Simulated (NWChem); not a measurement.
Species: carbon tetrabromide (CBr₄); SMILES BrC(Br)(Br)Br

Program: NWChem. Pople sets run with spherical d functions. All runs use the structure optimised with PBE0/def2-SVP.

Taking B3LYP/aug-cc-pVTZ as the yardstick, which of these has the fewest basis functions while keeping “highest occupied level (eV)” within 0.1 eV of it: B3LYP/3-21G; B3LYP/6-31G*; B3LYP/def2-SVP; B3LYP/def2-SVPD; B3LYP/def2-TZVP; B3LYP/STO-3G?

B3LYP/6-31G*.
```json
[
 {"level": "B3LYP/STO-3G", "basis functions": "77", "highest occupied level (eV)": "-5.25"},
 {"level": "B3LYP/3-21G", "basis functions": "97", "highest occupied level (eV)": "-7.52"},
 {"level": "B3LYP/6-31G*", "basis functions": "142", "highest occupied level (eV)": "-7.95"},
 {"level": "B3LYP/def2-SVP", "basis functions": "142", "highest occupied level (eV)": "-7.78"},
 {"level": "B3LYP/def2-SVPD", "basis functions": "184", "highest occupied level (eV)": "-8.02"},
 {"level": "B3LYP/def2-TZVP", "basis functions": "223", "highest occupied level (eV)": "-7.99"},
 {"level": "B3LYP/aug-cc-pVTZ", "basis functions": "282", "highest occupied level (eV)": "-8.01"}
]
```

The yardstick is one finite set, not the basis-set limit.
